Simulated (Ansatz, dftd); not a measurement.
System: Si2H4F, charge 0, doublet. Si2H4F (SMILES F[SiH][SiH3], doublet).
B3LYP-D3(BJ)/def2-TZVP minimum from Ansatz (a program for electronic structure):
```
Si
H 1 1.4807
H 1 1.4829 2 109.39
H 1 1.4847 2 109.11 3 119.61
Si 1 2.3509 2 109.37 4 123.80
F 5 1.6182 1 110.41 2 -63.72
H 5 1.4910 6 106.48 1 123.84
```
Charge 0, spin multiplicity 2.

Quantity: atomisation energy (electronic, to ground-state atoms), in kcal/mol. Open shells are spin-unrestricted; no spin-orbit coupling. Correlated methods leave the cores frozen. Rows without X2C or -DK are non-relativistic. CBS(X,Y): correlation extrapolated as X^-3, Hartree-Fock from the larger set. A bracket is a step between two methods taken in the basis named. The functionals are non-relativistic, so their misses hold any scalar relativity. Double hybrids freeze cores in their MP2 part. '+ core + X2C': CCSD(T) terms for core correlation (cc-pwCVTZ, 1s frozen past Ne) and scalar relativity (cc-pVTZ-DK). Where a partner has so few electrons that a lower coupled-cluster level is exact, that level stands in.

```json
[
 {"level": "B3LYP-D3(BJ)/def2-TZVPD", "program": "Ansatz + dftd3", "atomisation energy (kcal/mol)": "495.6", "difference against the last row": "-0.2"},
 {"level": "B3LYP-D4/def2-TZVPD", "program": "Ansatz + dftd4", "atomisation energy (kcal/mol)": "494.7", "difference against the last row": "-1.1"},
 {"level": "r2SCANh/def2-TZVPD", "program": "Ansatz", "atomisation energy (kcal/mol)": "494.0", "difference against the last row": "-1.8"},
 {"level": "B2PLYP-D4/def2-TZVPD", "program": "Ansatz + dftd4", "atomisation energy (kcal/mol)": "488.6", "difference against the last row": "-7.2"},
 {"level": "B2GP-PLYP-D3(BJ)/def2-TZVPD", "program": "Ansatz + dftd3", "atomisation energy (kcal/mol)": "488.9", "difference against the last row": "-6.9"},
 {"level": "B2GP-PLYP-D4/def2-TZVPD", "program": "Ansatz + dftd4", "atomisation energy (kcal/mol)": "487.0", "difference against the last row": "-8.8"},
 {"level": "CCSD(T)/cc-pV(D+d)Z", "program": "Ansatz", "atomisation energy (kcal/mol)": "448.0", "difference against the last row": "-47.8"},
 {"level": "CCSDT(Q)/cc-pV(D+d)Z", "program": "Ansatz", "atomisation energy (kcal/mol)": "448.5", "difference against the last row": "-47.3"},
 {"level": "CCSD(T)/CBS(cc-pV(T+d)Z,cc-pV(Q+d)Z) + [CCSDT(Q) - CCSD(T)]/cc-pV(D+d)Z + core + X2C", "program": "Ansatz", "atomisation energy (kcal/mol)": "495.8", "difference against the last row": "0.0"}
]
```
